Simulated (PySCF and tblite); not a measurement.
Results of a calculation; reference values are marked as such.
C8H11ClO, numbered as in [CH3:1][O:2][C@@H:3]1[C@H:4]2[CH:5]=[C:6]([Cl:7])[C@@H:8]1[CH2:9][CH2:10]2.

Conformers came from 60 starts (ETKDG and KDG, MMFF94s, GFN2-xTB); geometries are GFN2-xTB. Energies: PBE0-D3(BJ)/def2-SVP (IEF-PCM, cyclohexane), with GFN2-xTB thermal terms (modes under about 100 cm⁻¹ blended into free rotors). Symmetry numbers and mirror images are counted. Conformers within 1.5 kcal/mol (GFN2-xTB free energy) were kept, 4 at most. Of two unlike H on one atom, a is the less shielded (KT2/pcSseg-1 (IEF-PCM, cyclohexane)). Codes: tblite and PySCF.

An NOE distance is ⟨r⁻⁶⟩^(−1/6) over all pairs of like atoms and, for the average, over conformers.

Torsions listed: C1–O2–C3–C4. The 5-ring runs over atoms 3–4–5–6–8. The 5-ring runs over atoms 3–4–10–9–8.

| conformer | shape | weight % |
| --- | --- | --- |
| 1 | 5-ring envelope (ring torsions 34, 0, -34, 51, -52°); 5-ring envelope (ring torsions -37, 0, 36, -58, 58°); -175° | 56.8 |
| 2 | 5-ring envelope (ring torsions 34, 0, -34, 51, -52°); 5-ring envelope (ring torsions -37, 0, 36, -58, 58°); -79° | 43.2 |

Problem. Which H–H contacts under 3.5 Å would NOEs report (pairs on one atom left out) at 298.15 K?

Solution. 
| pair | in 1 (Å) | in 2 (Å) | average (Å) |
| --- | --- | --- | --- |
| H9a ··· H10a | 2.32 | 2.32 | 2.32 |
| H9b ··· H10b | 2.38 | 2.38 | 2.38 |
| H4 ··· H10a | 2.48 | 2.49 | 2.48 |
| H8 ··· H9a | 2.50 | 2.48 | 2.49 |
| H4 ··· H5 | 2.63 | 2.61 | 2.62 |
| H3 ··· H4 | 2.65 | 2.66 | 2.66 |
| H3 ··· H8 | 2.66 | 2.66 | 2.66 |
| H1 ··· H3 | 2.67 | 2.67 | 2.67 |
| H4 ··· H10b | 2.69 | 2.69 | 2.69 |
| H8 ··· H9b | 2.69 | 2.69 | 2.69 |
| H9b ··· H10a | 2.95 | 2.94 | 2.94 |
| H9a ··· H10b | 2.94 | 2.94 | 2.94 |
| H5 ··· H10b | 3.10 | 3.11 | 3.10 |
| H1 ··· H8 | 2.98 | 4.56 | 3.24 |
| H1 ··· H4 | 4.56 | 2.97 | 3.36 |
| H3 ··· H5 | 3.45 | 3.45 | 3.45 |

Longer pairs under the limit may be missing.

Problem. In a model where alignment follows shape alone (order matrix 0.0005 × (3G/tr G − 1)/2, G the second moments of the atom positions; splitting J + 2D), what are the one-bond C–H dipolar couplings D?

Solution. H1 0.8 Hz (0.8 in conformer 1), H3 1.6 Hz (1.6 in conformer 1), H4 1.3 Hz (2.1 in conformer 1), H5 -0.7 Hz (-1.9 in conformer 1), H8 1.3 Hz (0.5 in conformer 1), H9b -2.2 Hz (-1.2 in conformer 1), H9a -1.0 Hz (-1.7 in conformer 1), H10a -1.2 Hz (-0.5 in conformer 1), H10b -2.3 Hz (-3.2 in conformer 1).
